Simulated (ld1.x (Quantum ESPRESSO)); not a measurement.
# molybdenum (Mo): one change to an ultrasoft potential, before and after

* Element: molybdenum
* Generator: ld1.x (Quantum ESPRESSO) 7.5
* Type: ultrasoft
* Functional: PBEsol
* Relativity: scalar-relativistic
* Frozen core: [Kr]
* Valence charge: 6
* Reference configuration: 4d4 5s0 5p0 (charge +2)
* Partial waves: 5s (bound, empty): rcut 2.50, rcutus 3.10 bohr; 5s channel at 3.95 Ry: rcut 2.50, rcutus 3.10 bohr; 5p (bound, empty): rcut 2.35, rcutus 2.75 bohr; 5p channel at -0.15 Ry: rcut 2.35, rcutus 2.75 bohr; 4d (bound): rcut 1.45, rcutus 2.00 bohr; 4d channel at 0.1 Ry: rcut 1.45, rcutus 2.00 bohr
* Local potential: all-electron potential smoothed inside 3.10 bohr (lloc = -2)
* Core correction: Bessel-smoothed model core, default radius (core density twice the valence density)
* Augmentation charge: built from norm-conserving waves at rcut, not smoothed further

All-electron outer shells of the reference configuration (PBEsol, scalar-relativistic, ld1.x):

```tsv
shell	level (eV)	outermost node (bohr)	outermost maximum (bohr)
4p	-56.70	0.52	1.06
4d	-20.81	0.53	1.35
5s	-17.61	1.32	2.62
5p	-12.54	1.49	3.12
```

Change: waves 5p (bound): rcut 1.70, rcutus 1.80 bohr; 5p channel at -0.15 Ry: rcut 1.70, rcutus 1.80 bohr.

Cutoffs: the cutoffs (Ry, on a coarse ladder) from which the occupation-weighted sum of valence levels, in a spherical-Bessel basis at the reference potential, stays within 10 and 1 mRy of its value at 400 Ry; they do not see the model core or the augmentation charge, which bear on the density cutoff. Errors are all-electron minus pseudo energies relative to the spin-unpolarised reference configuration.

Problem. Predict the effect on cutoff, ghosts and configuration errors.

Solution. The potential gets neither clearly harder nor softer (25 Ry and 40 Ry → 25 Ry and 40 Ry); the bound ghosts move from s to p, s; the number of tests that count goes from 7 to 6; the errors of the 6 common tests hardly move.

```csv
quantity,base,changed
"cutoff, loose",25 Ry,25 Ry
"cutoff, tight",40 Ry,40 Ry
bound ghosts,s,"p, s"
"tests counted (converged, no solver errors)",7 of 7,6 of 7
"error for 4d5 5s1 5p0, meV [ΔE -22.36 eV]",-65,-65
"error for 4d5 5s0 5p0, meV [ΔE -15.46 eV]",-75,-75
"error for 4d3 5s0 5p0, meV [ΔE 26.72 eV]",-175,-175
"error for 4d4 5s2 5p0, meV [ΔE -22.18 eV]",-52,-52
"error for 4d4 5s1 5p0, meV [ΔE -14.28 eV]",-16,-16
"error for 4d5 5s0.5 5p0, meV [ΔE -19.62 eV]",-67,-67
s: phases at 3.34 bohr within 0.05 rad from the reference energy up to (Ry; the scan ends near 5),0.8,0.8
p: phases at 3.34 bohr within 0.05 rad from the reference energy up to (Ry; the scan ends near 5),1.1,1.2
d: phases at 3.34 bohr within 0.05 rad from the reference energy up to (Ry; the scan ends near 5),3.9,3.8
lowest overlap eigenvalue by channel,"s 0.04, p 0.57, d 0.96","s 0.04, p 0.32, d 0.96"
```

Changed file: Tests not counted: 4d5 5s0 5p1 (solver errors, printed error -2.0 eV). A true bound ghost makes a file unfit for plane-wave use even where its test errors are small: the radial tests pick states by their node count and pass the ghost by. Where a test does run into it, the solver fails or the error is huge.
